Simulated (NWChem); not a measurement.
Species: GeH3Cl; SMILES [Cl][GeH3]

```xyz
5

Ge     0.0000     0.0000    -0.6965
Cl     0.0000     0.0000     1.4909
H      1.4175    -0.4022    -1.1459
H     -0.3604     1.4287    -1.1459
H     -1.0570    -1.0265    -1.1459
```
Atoms are numbered in this order, from 1.

Level: B3LYP/6-31G* (spherical d) (NWChem), optimised geometry, unscaled harmonic frequencies. 

List the harmonic frequencies with IR intensities, and the thermochemistry.


| frequency (cm⁻¹) | IR intensity (km/mol) |
|---|---|
| 408 | 52.4 |
| 589 | 15.7 |
| 589 | 15.7 |
| 844 | 164.2 |
| 864 | 44.7 |
| 864 | 44.7 |
| 2139 | 47.5 |
| 2159 | 124.6 |
| 2159 | 124.6 |

- zero-point energy = 15.2 kcal/mol
- thermal correction to the enthalpy at 298.15 K (with zero-point energy) = 18.1 kcal/mol
- heat capacity Cv = 11.2 cal/(mol K)
- entropy at 298.15 K and 1 atm (symmetry number 3) = 63.2 cal/(mol K)
- dipole moment = 2.37 D

Rigid rotor and harmonic oscillator.
